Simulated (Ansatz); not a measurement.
Geometry optimisation, RKS PBE0-D4/def2-SVP (Ansatz).

input.yaml

```yaml
crystal:
  periodic: [false, false, false]
  atoms:
    - { symbol: C, position_ang: [-0.0601, 0.4789, 1.1757] }
    - { symbol: C, position_ang: [-0.5232, -0.1965, 0.1149] }
    - { symbol: B, position_ang: [0.3452, -0.3898, -1.169] }
    - { symbol: F, position_ang: [1.60206, 0.19274, -1.361] }
    - { symbol: F, position_ang: [-0.17879, -1.161, -2.31078] }
    - { symbol: H, position_ang: [-0.7567, 0.6552, 2.0254] }
    - { symbol: H, position_ang: [0.8941, 1.0031, 1.1818] }
    - { symbol: H, position_ang: [-1.4626, -0.6391, 0.1299] }
basis:
  gaussian: { orbitals: def2-SVP }
hamiltonian:
  xc: pbe0
  dispersion: d4
relax:
  f_tol: 0.015
  max_steps: 40
```

Command:

```bash
$ ansatz run input.yaml --threads 1 --pin off --max-ram 2048MiB --backend cpu --events-out ev --progress --plain --runs-dir out
```

Task: Where does it end, and by what steps?

Result: It converged. After 6 steps the energy has fallen by 0.645 eV; F5 moved furthest, 0.14 Å.

```
step  energy less start (eV)  largest force component (eV/Å)  accepted
   0                  0.0000                           3.459       yes
   1                 -0.2334                           2.177       yes
   2                 -0.4977                           1.943       yes
   3                 -0.6380                           0.186       yes
   4                 -0.6435                           0.045       yes
   5                 -0.6444                           0.025       yes
   6                 -0.6446                           0.006       yes
```

```xyz
8
Properties=species:S:1:pos:R:3
C -0.086 0.503 1.131
C -0.530 -0.201 0.081
B 0.334 -0.385 -1.190
F 1.539 0.152 -1.292
F -0.094 -1.084 -2.227
H -0.681 0.644 2.040
H 0.904 0.972 1.119
H -1.525 -0.658 0.125
```

Whether the end is a true minimum wasn't checked by a vibrational analysis.

Run time: 22 s on 1 thread of Arm Neoverse V2 (shared host), peak memory 0.16 GiB.
